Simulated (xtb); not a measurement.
CH4N (SMILES [CH2]N), doublet, from a rough starting geometry; GFN2-xTB in xtb 6.7.1.

The xtb input:
```
$ xtb mol.xyz --gfn 2 --uhf 1 --opt vtight --json

# file mol.xyz
6

C     -0.03153645     0.72414070     0.01222553
N     -0.02473650    -0.73736280    -0.01242382
H     -0.51326310    -1.04013503     0.83171433
H     -0.51683713    -1.08850276    -0.76523789
H      0.54545428     1.09532213     0.87532903
H      0.53783420     1.09896386    -0.87966929
```

Output, abridged:

```
   ID    Z sym.   atoms
    1    6 C      1
    2    7 N      2
    3    1 H      3-6

           -------------------------------------------------
          |                Calculation Setup                |
           -------------------------------------------------

           -------------------------------------------------
          |                 G F N 2 - x T B                 |
           -------------------------------------------------

          ...................................................
          :                      SETUP                      :
          :.................................................:
          :  # basis functions                  12          :
          :  # atomic orbitals                  12          :
          :  # shells                            8          :
          :  # electrons                        13          :
          :  max. iterations                   250          :
          :  Hamiltonian                  GFN2-xTB          :
          :  restarted?                      false          :
          :  GBSA solvation                  false          :
          :  PC potential                    false          :
          :  electronic temp.          300.0000000     K    :
          :  accuracy                    1.0000000          :
          :  -> integral cutoff          0.2500000E+02      :
          :  -> integral neglect         0.1000000E-07      :
          :  -> SCF convergence          0.1000000E-05 Eh   :
          :  -> wf. convergence          0.1000000E-03 e    :
          :  Broyden damping             0.4000000          :
          :  net charge                          0          :
          :  unpaired electrons                  1          :
          ...................................................

 iter      E             dE          RMSdq      gap      omega  full diag
   1     -7.0146682 -0.701467E+01  0.378E+00   10.18       0.0  T
   2     -7.0602233 -0.455551E-01  0.298E+00    9.57       1.0  T
   3     -7.0740036 -0.137803E-01  0.165E+00    9.92       1.0  T
   4     -7.0746200 -0.616429E-03  0.411E-01    9.99       1.0  T
   5     -7.0746190  0.103399E-05  0.113E-01    9.95       1.0  T
   6     -7.0746462 -0.272385E-04  0.448E-02    9.97       1.0  T
   7     -7.0746520 -0.573983E-05  0.393E-03    9.97      10.4  T
   8     -7.0746520 -0.215898E-08  0.191E-03    9.97      21.4  T
   9     -7.0746520 -0.981918E-08  0.277E-04    9.97     147.3  T
  10     -7.0746520 -0.331525E-09  0.115E-04    9.97     354.9  T

   *** convergence criteria satisfied after 10 iterations ***

         :::::::::::::::::::::::::::::::::::::::::::::::::::::
         ::                     SUMMARY                     ::
         :::::::::::::::::::::::::::::::::::::::::::::::::::::
         :: total energy              -6.991065319229 Eh    ::
         :: gradient norm              0.108981625580 Eh/a0 ::
         :: HOMO-LUMO gap              9.968685415204 eV    ::
         ::.................................................::
         :: SCC energy                -7.074651934869 Eh    ::
         :: -> isotropic ES            0.008581851204 Eh    ::
         :: -> anisotropic ES          0.002563420772 Eh    ::
         :: -> anisotropic XC          0.005537444167 Eh    ::
         :: -> dispersion             -0.001333479071 Eh    ::
         :: repulsion energy           0.083586615640 Eh    ::
         :: add. restraining           0.000000000000 Eh    ::
         :: total charge              -0.000000000000 e     ::
         :::::::::::::::::::::::::::::::::::::::::::::::::::::

      -----------------------------------------------------------
     |                   =====================                   |
     |                        A N C O P T                        |
     |                   =====================                   |
     |               Approximate Normal Coordinate               |
[...]
 * total energy  :    -6.9910653 Eh     change       -0.6648371E-10 Eh
 * total energy  :    -7.0023855 Eh     change       -0.1132014E-01 Eh
 * total energy  :    -7.0045547 Eh     change       -0.2169279E-02 Eh
 * total energy  :    -7.0049066 Eh     change       -0.3518825E-03 Eh
 * total energy  :    -7.0049978 Eh     change       -0.9121619E-04 Eh
 * total energy  :    -7.0050049 Eh     change       -0.7034895E-05 Eh
 * total energy  :    -7.0050056 Eh     change       -0.7333526E-06 Eh
 * total energy  :    -7.0050058 Eh     change       -0.1822970E-06 Eh
 * total energy  :    -7.0050058 Eh     change       -0.2958700E-07 Eh
   *** GEOMETRY OPTIMIZATION CONVERGED AFTER 9 ITERATIONS ***
         :: total energy              -7.005005820639 Eh    ::
[...]
         :: -> anisotropic XC          0.005766252671 Eh    ::
         :: -> dispersion             -0.001337955453 Eh    ::
         :: repulsion energy           0.092843752743 Eh    ::
         :: add. restraining           0.000000000000 Eh    ::
         :: total charge              -0.000000000000 e     ::
         :::::::::::::::::::::::::::::::::::::::::::::::::::::

           -------------------------------------------------
          |                Property Printout                |
           -------------------------------------------------

    * Orbital Energies and Occupations

         #    Occupation            Energy/Eh            Energy/eV
      -------------------------------------------------------------
         1        2.0000           -0.6169142             -16.7871
         2        2.0000           -0.5640411             -15.3483
         3        2.0000           -0.5339237             -14.5288
         4        2.0000           -0.4849386             -13.1959
         5        2.0000           -0.4389099             -11.9433
         6        2.0000           -0.4381807             -11.9235
         7        1.0000           -0.2627705              -7.1504 (HOMO)
         8                          0.0550560               1.4981 (LUMO)
         9                          0.1757022               4.7811
        10                          0.1791561               4.8751
        11                          0.2692942               7.3279
        12                          0.3653730               9.9423
      -------------------------------------------------------------
                  HL-Gap            0.3178265 Eh            8.6485 eV
             Fermi-level           -0.2271664 Eh           -6.1815 eV

     #   Z          covCN         q      C6AA      α(0)
     1   6 C        2.762    -0.102    30.540     9.050
     2   7 N        2.630    -0.246    26.412     7.633
     3   1 H        0.860     0.156     1.360     1.827
     4   1 H        0.860     0.156     1.360     1.827
     5   1 H        0.926     0.018     2.771     2.603
     6   1 H        0.926     0.018     2.770     2.603

 Mol. C6AA /au·bohr⁶  :        265.824038
 Mol. C8AA /au·bohr⁸  :       5393.857164
 Mol. α(0) /au        :         25.541717

Wiberg/Mayer (AO) data.
largest (>0.10) Wiberg bond orders for each atom

 ---------------------------------------------------------------------------
     #   Z sym  total        # sym  WBO       # sym  WBO       # sym  WBO
 ---------------------------------------------------------------------------
     1   6 C    3.325 --     2 N    1.347     6 H    0.984     5 H    0.984
     2   7 N    3.270 --     1 C    1.347     3 H    0.959     4 H    0.959
     3   1 H    0.976 --     2 N    0.959
     4   1 H    0.976 --     2 N    0.959
     5   1 H    1.000 --     1 C    0.984
     6   1 H    1.000 --     1 C    0.984
 ---------------------------------------------------------------------------

Topologies differ in total number of bonds
Writing topology from bond orders to xtbtopo.mol

molecular dipole:
                 x           y           z       tot (Debye)
 q only:       -0.262      -0.352       0.005
   full:       -0.383      -0.403       0.006       1.414
molecular quadrupole (traceless):
                xx          xy          yy          xz          yz          zz
 q only:       -0.539       0.885       0.197      -0.012      -0.014       0.342
  q+dip:       -0.927       2.078      -0.654      -0.018      -0.001       1.581
   full:       -0.867       2.077      -0.436      -0.020      -0.006       1.303

optimized geometry written to: xtbopt.xyz

           -------------------------------------------------
          | TOTAL ENERGY               -7.005005820639 Eh   |
          | GRADIENT NORM               0.000086901592 Eh/α |
          | HOMO-LUMO GAP               8.648499680562 eV   |
           -------------------------------------------------

normal termination of xtb
```
